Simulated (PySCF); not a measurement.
## Sc: ionisation energy

Sc [Ar] 3d1 4s2 [3d3/2^1, M_J = 3/2] → Sc⁺ [Ar] 3d1 4s1 [3d3/2^1 4s1/2^1, M_J = 1], as a difference of total energies. Computed with PySCF 2.14 in x2c-SVPall-2c (5s5p3d1f, 42 functions), with the two-component X2C-1e Hamiltonian. Correlated levels: [Ne] frozen; the 6 highest virtual spinors dropped. "Screened" scales the spin-orbit matrix elements by Boettger's factors to mimic the two-electron term; Breit and QED terms are absent.

```json
{"method": "GHF (spin-free)", "ionisation energy (eV)": "5.412", "error (eV)": "-1.149"}
{"method": "GMP2 (spin-free)", "ionisation energy (eV)": "6.253", "error (eV)": "-0.308"}
{"method": "GHF (screened spin-orbit)", "ionisation energy (eV)": "5.415", "error (eV)": "-1.146"}
{"method": "GMP2 (screened spin-orbit)", "ionisation energy (eV)": "6.258", "error (eV)": "-0.303"}
```

Reference: 6.561 eV (measured; NIST Atomic Spectra Database, ionization energies).

Errors of the correlated levels include the incompleteness of this basis and the frozen core.

The labels give the starting determinants; with spin-orbit coupling the two ends relaxed to ⟨J²⟩ = 3.81, ⟨L²⟩ = 6.04, ⟨S²⟩ = 0.77 and ⟨J²⟩ = 3.85, ⟨L²⟩ = 6.01, ⟨S²⟩ = 2.00.

MP2 underrates the near-degeneracy of ns² with np² in the lower species.

The determinant of Sc⁺ mixes levels of different J (the jj label is only the starting occupation), so the difference between spin-free and spin-orbit rows is not the physical spin-orbit shift.
